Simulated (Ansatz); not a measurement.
Born–Oppenheimer molecular dynamics of H10O2Si3 (15 atoms, charge 0, multiplicity 1). It starts from a rough guess of a transition structure, not a stationary point.

Method: UKS B3LYP-D4/STO-3G (Ansatz).

```json
{
  "ensemble": "NVE (velocity Verlet)",
  "time step": "0.5 fs",
  "steps asked": "113",
  "starting velocities drawn for": "300 K",
  "seed": "106578"
}
```

Frames 1 fs apart, positions in Å, forces in eV/Å.

Velocities at 10.0 fs (Å/ps):

```
Si 1.09 -0.43 0.45
O -5.51 -0.51 6.24
O -2.63 1.09 6.48
Si 1.50 2.10 -2.23
H -15.11 -5.05 -5.50
H 8.27 -9.82 -2.98
H 63.98 -37.97 -17.69
Si -1.75 -1.03 -2.15
H 28.39 13.61 -20.88
H 2.72 -1.99 -14.41
H 8.97 0.62 4.75
H 0.29 -9.29 -9.11
H 9.68 -0.78 10.44
H -21.07 11.25 -6.72
H 19.60 12.20 -30.27
```

```xyz
15
Properties=species:S:1:pos:R:3:forces:R:3 time_fs=10.0 energy_less_start_eV=-0.178 T=404
Si -1.089 -0.343 0.128 1.07 -0.51 2.80
O 0.164 -1.514 -0.877 3.97 -1.91 3.07
O -0.488 1.070 -0.423 -0.54 0.30 0.99
Si 0.128 1.946 -1.610 1.30 0.14 -2.47
H -1.868 -0.030 1.295 -0.74 0.73 0.11
H -2.121 -0.982 -0.663 0.22 -0.13 -0.46
H 1.111 -1.638 -0.293 -3.55 0.11 -0.07
Si 0.595 -1.028 1.999 -2.06 0.60 0.06
H 0.720 -1.366 -1.662 0.29 1.07 -4.10
H 0.419 3.349 -1.474 -0.05 0.14 1.10
H 1.384 1.360 -2.103 -0.27 0.00 0.39
H -0.682 1.998 -2.793 -0.59 -0.37 -0.25
H -0.026 -1.930 2.993 0.04 0.38 -0.59
H 0.572 0.267 2.678 -0.01 -0.23 -0.06
H 1.961 -1.380 2.177 0.94 -0.32 -0.52
15
Properties=species:S:1:pos:R:3:forces:R:3 time_fs=11.0 energy_less_start_eV=-0.150 T=387
Si -1.088 -0.344 0.129 0.90 -0.55 2.96
O 0.160 -1.515 -0.870 6.30 -1.76 0.62
O -0.491 1.071 -0.416 -0.37 0.62 0.71
Si 0.130 1.948 -1.613 1.10 -0.23 -2.38
H -1.887 -0.032 1.290 -0.64 0.69 0.01
H -2.112 -0.993 -0.669 0.24 -0.10 -0.45
H 1.157 -1.675 -0.311 -4.18 0.35 -0.27
Si 0.592 -1.029 1.997 -1.70 0.69 0.16
H 0.747 -1.348 -1.699 -1.40 0.63 -1.56
H 0.422 3.348 -1.483 -0.07 0.24 1.11
H 1.392 1.360 -2.097 -0.33 0.02 0.39
H -0.685 1.987 -2.803 -0.46 -0.36 -0.08
H -0.016 -1.929 3.001 0.08 0.35 -0.61
H 0.551 0.277 2.671 0.07 -0.40 -0.12
H 1.984 -1.369 2.144 0.44 -0.18 -0.51
15
Properties=species:S:1:pos:R:3:forces:R:3 time_fs=12.0 energy_less_start_eV=-0.195 T=415
Si -1.087 -0.344 0.131 0.63 -0.60 3.12
O 0.159 -1.517 -0.862 7.36 -1.43 -1.57
O -0.494 1.072 -0.409 -0.19 0.91 0.43
Si 0.132 1.950 -1.617 0.77 -0.50 -2.23
H -1.911 -0.027 1.285 -0.46 0.60 -0.16
H -2.100 -1.004 -0.678 0.29 -0.06 -0.38
H 1.163 -1.709 -0.332 -4.08 0.50 -0.27
Si 0.590 -1.030 1.995 -1.21 0.77 0.10
H 0.762 -1.324 -1.752 -2.50 0.14 0.57
H 0.423 3.349 -1.482 -0.09 0.25 1.06
H 1.396 1.361 -2.086 -0.30 0.02 0.34
H -0.692 1.972 -2.814 -0.27 -0.32 0.14
H -0.005 -1.925 3.003 0.08 0.23 -0.52
H 0.530 0.283 2.662 0.15 -0.49 -0.14
H 2.012 -1.360 2.106 -0.17 -0.03 -0.48
15
Properties=species:S:1:pos:R:3:forces:R:3 time_fs=13.0 energy_less_start_eV=-0.363 T=514
Si -1.085 -0.345 0.134 0.34 -0.69 3.23
O 0.163 -1.520 -0.856 6.83 -0.96 -3.17
O -0.497 1.075 -0.401 -0.01 1.16 0.15
Si 0.134 1.952 -1.621 0.37 -0.68 -1.97
H -1.940 -0.016 1.278 -0.24 0.49 -0.36
H -2.086 -1.016 -0.691 0.33 0.01 -0.28
H 1.131 -1.738 -0.356 -3.18 0.50 0.00
Si 0.587 -1.030 1.993 -0.75 0.86 -0.13
H 0.753 -1.298 -1.800 -2.84 -0.27 1.87
H 0.424 3.352 -1.470 -0.14 0.17 0.96
H 1.398 1.362 -2.073 -0.19 -0.01 0.26
H -0.701 1.955 -2.823 -0.07 -0.25 0.33
H 0.006 -1.919 2.999 0.03 0.06 -0.36
H 0.512 0.285 2.653 0.23 -0.48 -0.11
H 2.038 -1.351 2.064 -0.72 0.08 -0.43
15
Properties=species:S:1:pos:R:3:forces:R:3 time_fs=14.0 energy_less_start_eV=-0.608 T=658
Si -1.083 -0.346 0.138 0.08 -0.79 3.26
O 0.171 -1.524 -0.851 4.47 -0.17 -4.69
O -0.500 1.077 -0.394 0.17 1.34 -0.10
Si 0.137 1.954 -1.626 -0.04 -0.76 -1.59
H -1.972 -0.001 1.268 -0.03 0.37 -0.52
H -2.068 -1.028 -0.707 0.37 0.09 -0.15
H 1.069 -1.763 -0.379 -1.00 0.15 0.79
Si 0.583 -1.030 1.991 -0.41 0.94 -0.51
H 0.718 -1.275 -1.830 -2.62 -0.59 2.59
H 0.424 3.357 -1.449 -0.19 0.02 0.82
H 1.398 1.363 -2.057 -0.03 -0.06 0.14
H -0.711 1.935 -2.830 0.10 -0.16 0.47
H 0.018 -1.912 2.993 -0.03 -0.16 -0.13
H 0.495 0.282 2.642 0.30 -0.39 -0.02
H 2.058 -1.342 2.018 -1.13 0.16 -0.35
15
Properties=species:S:1:pos:R:3:forces:R:3 time_fs=15.0 energy_less_start_eV=-0.750 T=742
Si -1.081 -0.348 0.143 -0.10 -0.88 3.17
O 0.182 -1.528 -0.850 0.41 1.07 -6.23
O -0.503 1.081 -0.386 0.32 1.46 -0.33
Si 0.139 1.955 -1.631 -0.41 -0.78 -1.09
H -2.003 0.018 1.254 0.15 0.25 -0.62
H -2.047 -1.039 -0.724 0.36 0.16 -0.03
H 0.998 -1.786 -0.394 2.42 -0.75 2.19
Si 0.580 -1.030 1.989 -0.25 1.00 -0.94
H 0.657 -1.257 -1.836 -1.96 -0.81 2.76
H 0.422 3.362 -1.421 -0.24 -0.16 0.65
H 1.397 1.363 -2.039 0.15 -0.11 0.01
H -0.720 1.914 -2.832 0.23 -0.06 0.51
H 0.029 -1.906 2.985 -0.10 -0.38 0.10
H 0.481 0.275 2.631 0.35 -0.21 0.11
H 2.066 -1.331 1.968 -1.34 0.18 -0.25
15
Properties=species:S:1:pos:R:3:forces:R:3 time_fs=16.0 energy_less_start_eV=-0.847 T=803
Si -1.079 -0.350 0.150 -0.17 -0.92 2.98
O 0.193 -1.531 -0.852 -3.04 1.97 -6.25
O -0.506 1.085 -0.379 0.44 1.52 -0.51
Si 0.142 1.956 -1.637 -0.68 -0.79 -0.49
H -2.033 0.039 1.233 0.28 0.13 -0.65
H -2.023 -1.048 -0.742 0.31 0.22 0.09
H 0.950 -1.817 -0.388 4.73 -1.55 3.00
Si 0.576 -1.029 1.986 -0.31 1.01 -1.32
H 0.579 -1.247 -1.816 -0.80 -0.78 1.99
H 0.417 3.366 -1.386 -0.27 -0.34 0.45
H 1.398 1.363 -2.022 0.30 -0.14 -0.11
H -0.727 1.892 -2.829 0.28 0.04 0.44
H 0.040 -1.905 2.978 -0.13 -0.55 0.27
H 0.471 0.267 2.622 0.40 0.01 0.25
H 2.062 -1.318 1.916 -1.34 0.16 -0.15
15
Properties=species:S:1:pos:R:3:forces:R:3 time_fs=17.0 energy_less_start_eV=-1.063 T=926
Si -1.077 -0.352 0.157 -0.12 -0.88 2.67
O 0.202 -1.532 -0.857 -3.28 1.00 -2.36
O -0.508 1.091 -0.372 0.52 1.51 -0.64
Si 0.144 1.957 -1.643 -0.80 -0.85 0.15
H -2.061 0.062 1.206 0.34 0.02 -0.59
H -1.995 -1.056 -0.758 0.21 0.24 0.16
H 0.945 -1.861 -0.355 3.37 -0.98 1.54
Si 0.573 -1.028 1.983 -0.61 0.95 -1.54
H 0.492 -1.244 -1.778 0.80 -0.26 -0.39
H 0.410 3.367 -1.347 -0.29 -0.47 0.23
H 1.402 1.361 -2.005 0.38 -0.12 -0.20
H -0.732 1.871 -2.822 0.28 0.13 0.29
H 0.049 -1.908 2.974 -0.10 -0.61 0.33
H 0.464 0.258 2.615 0.43 0.23 0.39
H 2.045 -1.304 1.863 -1.12 0.10 -0.05
15
Properties=species:S:1:pos:R:3:forces:R:3 time_fs=18.0 energy_less_start_eV=-1.000 T=890
Si -1.075 -0.354 0.165 0.04 -0.77 2.25
O 0.210 -1.534 -0.864 -1.96 -1.22 3.67
O -0.510 1.097 -0.365 0.57 1.43 -0.71
Si 0.146 1.958 -1.649 -0.76 -0.98 0.79
H -2.085 0.085 1.173 0.34 -0.08 -0.45
H -1.966 -1.060 -0.773 0.08 0.24 0.21
H 0.972 -1.915 -0.308 0.61 0.45 -0.97
Si 0.569 -1.027 1.980 -1.12 0.85 -1.54
H 0.414 -1.244 -1.744 2.20 0.64 -3.82
H 0.400 3.363 -1.305 -0.29 -0.53 0.02
H 1.410 1.358 -1.991 0.35 -0.06 -0.27
H -0.733 1.850 -2.812 0.21 0.21 0.07
H 0.057 -1.917 2.973 -0.01 -0.56 0.26
H 0.462 0.252 2.611 0.45 0.38 0.47
H 2.018 -1.289 1.808 -0.71 0.00 0.01
15
Properties=species:S:1:pos:R:3:forces:R:3 time_fs=19.0 energy_less_start_eV=-0.765 T=755
Si -1.073 -0.357 0.174 0.26 -0.58 1.77
O 0.216 -1.536 -0.869 -0.74 -2.35 6.55
O -0.512 1.104 -0.359 0.58 1.30 -0.72
Si 0.147 1.958 -1.654 -0.59 -1.19 1.38
H -2.106 0.107 1.136 0.29 -0.16 -0.26
H -1.936 -1.063 -0.787 -0.07 0.20 0.23
H 1.004 -1.964 -0.270 -1.02 1.47 -2.62
Si 0.564 -1.026 1.975 -1.78 0.75 -1.34
H 0.355 -1.238 -1.746 2.56 0.84 -4.93
H 0.388 3.354 -1.264 -0.26 -0.50 -0.16
H 1.420 1.354 -1.979 0.24 0.04 -0.31
H -0.733 1.832 -2.802 0.10 0.27 -0.18
H 0.066 -1.932 2.974 0.12 -0.41 0.08
H 0.464 0.249 2.612 0.46 0.41 0.49
H 1.984 -1.274 1.755 -0.16 -0.11 0.03
15
Properties=species:S:1:pos:R:3:forces:R:3 time_fs=20.0 energy_less_start_eV=-0.740 T=737
Si -1.072 -0.359 0.184 0.49 -0.29 1.29
O 0.222 -1.539 -0.870 0.04 -1.69 4.63
O -0.514 1.112 -0.353 0.58 1.12 -0.69
Si 0.148 1.958 -1.660 -0.37 -1.46 1.86
H -2.125 0.128 1.097 0.19 -0.21 -0.03
H -1.906 -1.064 -0.798 -0.20 0.13 0.22
H 1.028 -2.000 -0.256 -1.47 1.84 -3.24
Si 0.559 -1.024 1.971 -2.45 0.73 -0.97
H 0.321 -1.224 -1.792 2.21 -0.16 -2.30
H 0.373 3.340 -1.224 -0.21 -0.39 -0.32
H 1.433 1.351 -1.970 0.07 0.16 -0.32
H -0.732 1.817 -2.793 0.00 0.31 -0.42
H 0.075 -1.950 2.975 0.24 -0.20 -0.15
H 0.470 0.250 2.618 0.46 0.32 0.44
H 1.948 -1.260 1.701 0.42 -0.22 -0.01
15
Properties=species:S:1:pos:R:3:forces:R:3 time_fs=21.0 energy_less_start_eV=-0.752 T=745
Si -1.069 -0.362 0.194 0.66 0.06 0.87
O 0.227 -1.544 -0.869 0.25 -0.54 1.41
O -0.515 1.121 -0.348 0.56 0.88 -0.62
Si 0.150 1.957 -1.664 -0.18 -1.76 2.20
H -2.141 0.146 1.058 0.08 -0.24 0.20
H -1.879 -1.064 -0.807 -0.29 0.05 0.22
H 1.038 -2.018 -0.273 -1.26 1.76 -3.20
Si 0.554 -1.022 1.966 -2.96 0.80 -0.53
H 0.308 -1.212 -1.860 1.84 -1.26 0.93
H 0.356 3.322 -1.187 -0.14 -0.20 -0.45
H 1.447 1.349 -1.964 -0.11 0.28 -0.32
H -0.731 1.804 -2.788 -0.07 0.34 -0.58
H 0.087 -1.970 2.976 0.34 0.00 -0.37
H 0.480 0.254 2.627 0.46 0.12 0.34
H 1.916 -1.248 1.647 0.84 -0.31 -0.09
```

Of the whole run (56 fs, mean temperature of the second half 1148 K): The conserved energy stayed within 0.91 meV per atom of its start (net change -0.2 meV per atom), so the integration is sound. The system heated up, since it started high on the potential surface and ran downhill. A run of 0.057 ps of so small a system gives no equilibrium averages. The orbitals stay closed-shell, which can raise the energy where a bond breaks towards radicals; this wasn't checked here. Limits of this set-up: minimal basis.

The run took 12 min on 1 thread of Intel(R) Xeon(R) Platinum 8259CL CPU @ 2.50GHz (Skylake/Cascade Lake), on a shared host, peak memory 0.21 GiB.
